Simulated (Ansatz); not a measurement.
Ansatz results at the PBE0-D4/def2-TZVP geometry: LUMO energy (PBE0/def2-TZVPP) 0.63 eV; ideal-gas entropy at 298 K and 1 bar (rigid rotor, harmonic PBE0-D4/def2-TZVP) 373 J/(mol·K); LUMO energy (B3LYP/def2-TZVPP) 0.29 eV.

Task: Which molecule gave them?
A. `C=C[SiH](C)O`
B. `CC(=O)O[SiH3]`
C. `C[Si](O)(F)[SiH3]`
D. `FC(F)(F)[Si](F)(F)F`

Result: D. The others give `CC(=O)O[SiH3]`: -0.05, 337, -0.34; `C[Si](O)(F)[SiH3]`: 0.19, 378, -0.04; `C=C[SiH](C)O`: -0.39, 353, -0.61.

B3LYP here is the variant with VWN-RPA as its local correlation; programs differ in this.
